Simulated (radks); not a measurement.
Question: Valence configurations of Nd I (all share [Xe]). Method: Dirac Kohn-Sham, PBE, spin-unpolarised, spherical densities, finite nucleus; open shells are shared between the two j in proportion to 2j + 1; Fermi nuclear charge, rms radius 4.9123 fm; computed with a radial shooting solver on a logarithmic mesh with Libxc functionals. Order these by energy: 4f4 5d1.5 6s0.5; 4f4 6s1 6p1; 4f6; 4f3 5d1 6s2; 4f3 6s2 6p1; 4f2 5d2 6s2; 4f4 6s2; 4f4 5d1 6s1.

Answer: From the lowest, in eV above it: 4f4 6s2 0.000; 4f4 5d1 6s1 1.706; 4f3 5d1 6s2 1.792; 4f4 6s1 6p1 2.320; 4f4 5d1.5 6s0.5 2.625; 4f3 6s2 6p1 3.966; 4f6 7.095; 4f2 5d2 6s2 8.274. NIST lists [Xe] 4f4 6s2 as the ground configuration; this level of theory agrees among the configurations tried. The energies are those of spherical spin-averaged densities, not of single terms. No valid solution was reached for [Xe] 4f4 5d2; [Xe] 4f5 6s1.
